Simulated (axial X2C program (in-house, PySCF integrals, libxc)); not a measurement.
# Nuclear properties of MnTl

Calculated with an axial X2C code built on PySCF integrals: two-component X2C with atomic mean-field Coulomb and Gaunt terms, Gaussian nuclei, basis Tl dyall-cv3z, Mn dyall-cv3z with contracted cores.

R = 2.914 Å (near the PBE0 minimum at charge 0 of the determinant lowest at the starting distance; the state shown can have its own minimum elsewhere).

Input and command:
```json
{"zs": [81, 25], "q": 0, "bas": ["dyall-cv3z", "dyall-cv3z"], "r0": 2.63, "levels": ["PBE0", "HF", "BP86", "r2SCAN", "LDA"], "nst": 3}
```
```bash
python soeom.py task.json out
```

Keys: zs atomic numbers; q charge; bas basis sets; r0 starting distance in Å; levels methods; nst determinants followed.

Determinant lowest in the PBE0 search, Ω = 3 (⟨Sz⟩ = 2.15, ⟨Lz⟩ = 0.85 at PBE0), spin on the atoms Tl -0.38, Mn 2.53:

```csv
level,Eeff magnitude (GV/cm),Ws magnitude Tl (kHz),A∥/gI Tl (MHz),qzz Tl (a.u.),A∥/gI Mn (MHz),qzz Mn (a.u.),μ (D)
PBE0,20.3,8.08,774,-2.60,202,-0.36,0.90
HF,23.5,9.18,923,-4.35,145,-0.67,1.50
BP86,21.3,8.41,524,-4.04,269,-0.52,0.19
r2SCAN,36,14.2,818,-3.36,322,-0.46,1.02
LDA,19,7.5,490,-4.02,271,-0.53,0.14
```

Eeff is the effective electric field on the electron electric dipole moment in this Ω state and Ws the scalar–pseudoscalar constant of the nucleus named (defined with the proton number Z and per Ω); A∥ (defined per Ω) follows by multiplying with gI = μI/(I μN); qzz is the electric field gradient, eQq0 = 234.96 MHz × Q/barn × qzz; μ is positive if the Mn end (last atom) is positive. The operators were transformed with the bare-nucleus X2C matrices; with these basis sets, hyperfine constants and field gradients can be off by tens of per cent, and where levels differ in sign neither size nor sign is settled.

(1) With gI(205Tl) = 3.2764, Q(55Mn) = 0.33 barn (g factors from the IAEA table of nuclear moments by Stone; Q from Pyykkö, Mol. Phys. 2018), turn the PBE0 values of the first state into constants in MHz.

Each state is one determinant with collinear spin, which with several unpaired electrons need not be a pure state. Unrestricted Hartree–Fock can overshoot spin polarisation at the nuclei. With several open shells hyperfine constants can be off by a factor of several. In the state Ω = 3 the atomic spins oppose each other (-0.38, 2.53): a broken-symmetry determinant whose values are not spin-projected. Open-shell Ω = 0 determinants with evenly filled partner blocks cannot be reached by this program, so the Ω shown need not be the lowest component. States lie within half an eV, so the first need not be the ground state. Further determinants of the search, some of them spin-mixed, are not shown. Where a field gradient or hyperfine factor spreads by more than a factor of two over the levels, a constant derived from it is not to be relied on.

## Answers

(1) A∥(205Tl) = 774 × 3.2764 = 2540 MHz; eQq0(55Mn) = 234.96 × (0.33) × (-0.36) = -27.9 MHz.
